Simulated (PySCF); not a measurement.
PySCF job for In(H)2(SiH3) (H5InSi), SMILES [SiH3][InH2], TDA-LC-ωPBE/def2-SVPD. Geometry: r2SCAN-D4/def2-TZVP. The def2 effective core potentials stand for the cores of In; spin–orbit coupling is left out.

```python
import numpy as np
from pyscf import gto, scf, dft, tdscf

mol = gto.M(
    atom='''
    In   -0.32041602   -0.55041237    0.06675214
    H     0.16389336   -1.69084550    1.27135687
    H    -1.68690226   -0.94959410   -0.91061736
    Si    0.96449518    1.65967498   -0.20790382
    H     0.72682598    2.52503885    0.98209629
    H     0.56199434    2.43251751   -1.41343810
    H     2.43164089    1.41763977   -0.28959929
    ''',
    basis='def2-SVPD',
    ecp={'In': 'def2-svp'},
    charge=0,
    spin=0,
    max_memory=1600,
    verbose=4,
)
mf = dft.RKS(mol, xc='lc_wpbe').density_fit(auxbasis='def2-universal-jkfit')
mf.grids.level = 3
mf.conv_tol = 1e-9
mf.max_cycle = 100
mf.kernel()
mf.grids = dft.Grids(mol).set(level=1).build(with_non0tab=True)  # coarser grid for the response kernel
td = tdscf.TDA(mf)
td.singlet = True
td.nstates = 10
td.conv_tol = 1e-4
td.kernel(x0=td.get_init_guess(mf, 15))
td.analyze()
tt = tdscf.TDA(mf)
tt.singlet = False
tt.nstates = 4
tt.conv_tol = 1e-4
tt.kernel(x0=tt.get_init_guess(mf, 9))
tt.analyze(verbose=3)
```

Output:

```
PySCF version 2.14.0

[INPUT] verbose = 4
[INPUT] num. atoms = 7
[INPUT] num. electrons = 40
[INPUT] charge = 0
[INPUT] spin (= nelec alpha-beta = 2S) = 0
[INPUT] symmetry False subgroup None
[INPUT] Mole.unit = angstrom
[INPUT] Symbol           X                Y                Z      unit          X                Y                Z       unit  Magmom
[INPUT]  1 In    -0.320416020000  -0.550412370000   0.066752140000 AA   -0.605498523723  -1.040128634873   0.126143262829 Bohr   0.0
[INPUT]  2 H      0.163893360000  -1.690845500000   1.271356870000 AA    0.309713564035  -3.195234913953   2.402516290884 Bohr   0.0
[INPUT]  3 H     -1.686902260000  -0.949594100000  -0.910617360000 AA   -3.187783270310  -1.794472778503  -1.720817414674 Bohr   0.0
[INPUT]  4 Si     0.964495180000   1.659674980000  -0.207903820000 AA    1.822631738663   3.136331167993  -0.392881280051 Bohr   0.0
[INPUT]  5 H      0.726825980000   2.525038850000   0.982096290000 AA    1.373502042419   4.771631880387   1.855893016051 Bohr   0.0
[INPUT]  6 H      0.561994340000   2.432517510000  -1.413438100000 AA    1.062015386156   4.596791887109  -2.671010903026 Bohr   0.0
[INPUT]  7 H      2.431640890000   1.417639770000  -0.289599290000 AA    4.595135315394   2.678950908591  -0.547263343968 Bohr   0.0

nuclear repulsion = 103.570947057462
number of shells = 42
number of NR pGTOs = 159
number of NR cGTOs = 96
basis = def2-SVPD
ecp = {'In': 'def2-svp'}


[settings echo left out]
init E= -460.695431841682
  HOMO = -0.637292557430257  LUMO = -0.518885410022207  gap/eV = 3.22202
cycle= 1 E= -481.725245191724  delta_E=  -21  |g|= 1.72  |ddm|= 12.5
  HOMO = -0.197348357159584  LUMO = 0.0435585341514471  gap/eV = 6.55541
cycle= 2 E= -482.144023149399  delta_E= -0.419  |g|= 1.33  |ddm|= 5.38
  HOMO = -0.338709937725284  LUMO = 0.0079537472402513  gap/eV = 9.43320
cycle= 3 E= -482.437786474218  delta_E= -0.294  |g|= 0.0583  |ddm|= 1.48
  HOMO = -0.364267355463263  LUMO = -0.00751280185547135  gap/eV = 9.70779
cycle= 4 E= -482.439858528831  delta_E= -0.00207  |g|= 0.014  |ddm|= 0.211
  HOMO = -0.363721912719532  LUMO = -0.00490445325235102  gap/eV = 9.76392
cycle= 5 E= -482.440012478025  delta_E= -0.000154  |g|= 0.00333  |ddm|= 0.0445
  HOMO = -0.36393272509209  LUMO = -0.00502469628505435  gap/eV = 9.76638
cycle= 6 E= -482.440025433832  delta_E= -1.3e-05  |g|= 0.000692  |ddm|= 0.0149
  HOMO = -0.363930879286156  LUMO = -0.0049853849811857  gap/eV = 9.76740
cycle= 7 E= -482.440026023753  delta_E= -5.9e-07  |g|= 0.000156  |ddm|= 0.00334
  HOMO = -0.36391058967383  LUMO = -0.00497186275342752  gap/eV = 9.76722
cycle= 8 E= -482.440026049552  delta_E= -2.58e-08  |g|= 3.22e-05  |ddm|= 0.000759
  HOMO = -0.363920506898844  LUMO = -0.00497600289590766  gap/eV = 9.76738
cycle= 9 E= -482.440026048521  delta_E= 1.03e-09  |g|= 6.96e-06  |ddm|= 0.000129
  HOMO = -0.363918718080945  LUMO = -0.00497586569192013  gap/eV = 9.76733
cycle= 10 E= -482.440026048566  delta_E= -4.48e-11  |g|= 1.59e-06  |ddm|= 3.22e-05
  HOMO = -0.363918899099933  LUMO = -0.00497584382741609  gap/eV = 9.76734
Extra cycle  E= -482.44002604857  delta_E= -4.43e-12  |g|= 6.11e-07  |ddm|= 5.05e-06
converged SCF energy = -482.44002604857
tot grids = 26864


******** <class 'pyscf.tdscf.rks.TDA'> for <class 'pyscf.df.df_jk.DFRKS'> ********
nstates = 10 singlet
deg_eia_thresh = 1.000e-03
wfnsym = None
conv_tol = 0.0001
eigh lindep = 1e-12
eigh level_shift = 0
eigh max_cycle = 100


Excitation energies (eV)
[4.41110915 5.04854622 7.05103732 7.3001548  7.36489839 7.73581755
 7.94099015 7.94410202 8.08562704 8.21437159]

** Singlet excitation energies and oscillator strengths **
Excited State   1:      4.41111 eV    281.07 nm  f=0.0037
      20 -> 21       -0.69677
Excited State   2:      5.04855 eV    245.58 nm  f=0.0000
      19 -> 21        0.69593
Excited State   3:      7.05104 eV    175.84 nm  f=0.0932
      19 -> 24        0.10299
      20 -> 23        0.30906
      20 -> 24        0.51759
      20 -> 25       -0.23383
      20 -> 30       -0.10234
Excited State   4:      7.30015 eV    169.84 nm  f=0.5910
      19 -> 25       -0.10094
      20 -> 23        0.57761
      20 -> 24       -0.22305
      20 -> 25        0.24372
Excited State   5:      7.36490 eV    168.34 nm  f=0.0842
      20 -> 22        0.61844
      20 -> 24        0.17575
      20 -> 25        0.18156
      20 -> 29        0.14702
Excited State   6:      7.73582 eV    160.27 nm  f=0.0817
      17 -> 21       -0.16137
      20 -> 24        0.13571
      20 -> 25        0.31544
      20 -> 26       -0.48777
      20 -> 27       -0.12669
      20 -> 32       -0.18681
      20 -> 34       -0.11810
Excited State   7:      7.94099 eV    156.13 nm  f=0.1017
      17 -> 21        0.50003
      19 -> 22       -0.29572
      19 -> 23       -0.28506
Excited State   8:      7.94410 eV    156.07 nm  f=0.1993
      17 -> 21       -0.39081
      19 -> 22       -0.38694
      19 -> 23       -0.35501
Excited State   9:      8.08563 eV    153.34 nm  f=0.0070
      18 -> 21        0.46126
      19 -> 25        0.10413
      20 -> 24       -0.22462
      20 -> 25       -0.26289
      20 -> 26       -0.26614
      20 -> 29        0.13553
Excited State  10:      8.21437 eV    150.94 nm  f=0.2813
      18 -> 21        0.46151
      19 -> 24       -0.15805
      19 -> 25       -0.10421
      20 -> 22       -0.19204
      20 -> 23       -0.12196
      20 -> 24        0.14968
      20 -> 25        0.23233
      20 -> 26        0.23335

** Transition electric dipole moments (AU) **
state          X           Y           Z        Dip. S.      Osc.
  1         0.1103     -0.0829     -0.1215      0.0338      0.0037
  2         0.0064     -0.0035      0.0003      0.0001      0.0000
  3         0.5669      0.3527      0.3058      0.5393      0.0932
  4         0.7325      1.6300     -0.3338      3.3047      0.5910
  5         0.3205      0.5882     -0.1347      0.4668      0.0842
  6        -0.4745     -0.3432      0.2970      0.4312      0.0817
  7         0.3205     -0.1581      0.6283      0.5225      0.1017
  8         0.7434     -0.2221      0.6496      1.0240      0.1993
  9        -0.1587      0.0195     -0.0980      0.0352      0.0070
 10        -0.5172     -1.0623      0.0459      1.3980      0.2813

WARN: ECP detected. Skipping calculation of transition velocity and magnetic dipole moments, which have not yet been implemented.



******** <class 'pyscf.tdscf.rks.TDA'> for <class 'pyscf.df.df_jk.DFRKS'> ********
nstates = 4 triplet
deg_eia_thresh = 1.000e-03
wfnsym = None
conv_tol = 0.0001
eigh lindep = 1e-12
eigh level_shift = 0
eigh max_cycle = 100


Excitation energies (eV)
[3.72244507 4.53966852 5.84174133 6.01780286]

** Triplet excitation energies and oscillator strengths **
Excited State   1:      3.72245 eV    333.07 nm  f=0.0000
Excited State   2:      4.53967 eV    273.11 nm  f=0.0000
Excited State   3:      5.84174 eV    212.24 nm  f=0.0000
Excited State   4:      6.01780 eV    206.03 nm  f=0.0000
```

The calculation finished and met its thresholds.
